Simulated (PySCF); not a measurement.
## Atomic charges by several schemes

Compound: C6H7O2S (charge -1).
Numbering: `[CH3:1][O:2][CH2:3][c:4]1[cH:5][cH:6][s:7][c:8]1[O-:9]` (hydrogens: H10, H11, H12 on C1; H13, H14 on C3; H15 on C5; H16 on C6)

Cartesian coordinates in Å at the GFN2-xTB level; atoms count from 1:
```xyz
16
C6H7O2S angstrom
C      2.1093   -0.6186   -0.4823
O      1.8513    0.1330    0.6701
C      0.7600    1.0524    0.4887
C     -0.5482    0.4193    0.1518
C     -1.3465   -0.2877    1.0802
C     -2.4856   -0.8045    0.5702
S     -2.6584   -0.4460   -1.1285
C     -1.0464    0.4677   -1.1434
O     -0.6289    0.9856   -2.1781
H      2.4122    0.0290   -1.3169
H      1.2232   -1.1824   -0.7955
H      2.9188   -1.3088   -0.2389
H      0.7143    1.5843    1.4463
H      1.0279    1.7602   -0.3109
H     -1.0587   -0.3992    2.1161
H     -3.2520   -1.3755    1.0597
```

Density: PBE0/pcSseg-1 (PySCF); schemes: Mulliken, IAO, Hirshfeld and ESP-fitted. The structure is a single GFN2-xTB conformer in the gas phase; no vibrational or solvent corrections. The pcSseg-1 basis has no diffuse functions, a weakness for an anion.

Task: Do the Mulliken, IAO, Hirshfeld and ESP-fitted schemes agree on where the charge is highest?

Result: The schemes don't all agree: Mulliken C3 (+0.193); IAO C8 (+0.200); Hirshfeld C8 (+0.041); ESP-fitted C8 (+0.347).

Task: At which atom do the 4 schemes differ most?

Result: At C4: from -0.484 (Mulliken) to -0.073 e (ESP-fitted), 0.411 e apart.

Task: Tabulate the Mulliken, IAO, Hirshfeld and ESP-fitted charges.

Result: In e:

```csv
atom,environment,Mulliken,IAO,Hirshfeld,ESP-fitted
C1,methoxy carbon,-0.009,-0.196,-0.062,-0.104
O2,ether oxygen,-0.541,-0.427,-0.184,-0.314
C3,sp3 carbon bound to oxygen,+0.193,-0.056,-0.023,-0.184
C4,substituted aromatic carbon,-0.484,-0.240,-0.120,-0.073
C5,aromatic CH carbon,+0.023,-0.184,-0.114,-0.267
C6,aromatic CH next to a ring sulfur,-0.313,-0.394,-0.170,-0.432
S7,thiophene-type sulfur,-0.038,+0.031,-0.114,-0.228
C8,aromatic carbon bearing oxygen,+0.186,+0.200,+0.041,+0.347
O9,aryloxide oxygen,-0.508,-0.591,-0.389,-0.569
H10,methyl hydrogen,+0.066,+0.109,+0.021,+0.062
H11,methyl hydrogen,+0.115,+0.134,+0.023,+0.119
H12,methyl hydrogen,+0.072,+0.123,+0.024,+0.051
H13,methylene hydrogen,+0.074,+0.121,+0.018,+0.097
H14,methylene hydrogen,+0.078,+0.117,+0.015,+0.109
H15,aromatic hydrogen,+0.025,+0.125,+0.024,+0.178
H16,aromatic hydrogen,+0.062,+0.129,+0.009,+0.210
```

Mean size of the charges over all atoms: ESP-fitted 0.209 e, IAO 0.199 e, Mulliken 0.174 e, Hirshfeld 0.084 e. Each set sums to the total charge, -1, to within 0.001 e. The Hirshfeld scheme weights the molecular density at each point by an atom's share of the summed free-atom densities. The ESP scheme fits charges at the nuclei, held to the total charge, to the electrostatic potential on points at 1.4 to 2.0 times the van der Waals radii.

Task: Sum the charges by element, for elements with more than one atom.

Result: 
| element | atoms | Mulliken | IAO | Hirshfeld | ESP-fitted |
| --- | --- | --- | --- | --- | --- |
| C | 6 | -0.404 | -0.871 | -0.447 | -0.713 |
| O | 2 | -1.049 | -1.018 | -0.573 | -0.884 |
| H | 7 | +0.491 | +0.858 | +0.134 | +0.825 |

Task: How many electrons does the Hirshfeld scheme count on C1?

Result: Z − q = 6 − (-0.062) = 6.062.

These values come from a run that also computed NMR shieldings. The run took 63 s of wall time on one thread of an AMD EPYC 7571, no GPU, on a shared host, and the process peaked at 0.78 GiB of memory.
